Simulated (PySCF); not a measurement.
CH7BO2Si, SMILES OB(O)C[SiH3].

Coordinates come from a B3LYP-D3(BJ)/def2-SVP optimisation. This is a generated structure with no PubChem entry under its InChIKey; it may be hypothetical. The values are those of a single conformer.

All values below come from PBE/def2-TZVP (PySCF).

The molecule is in vacuum.

| Item | Value |
|---|---|
| total energy | -506.90825 hartree |
| highest occupied level | -7.30 eV |
| lowest empty level | -0.72 eV |
| orbital gap | 6.58 eV |
| dipole moment | 2.47 D |
| quadrupole, principal values (traceless, Buckingham form, about the centre of nuclear charge) | -12.26, 1.32, 10.94 D·Å |
| mean static polarisability | 62.6 bohr³ (9.28 Å³) |
| polarisability, principal values | 54.4, 61.5, 72.0 bohr³ |
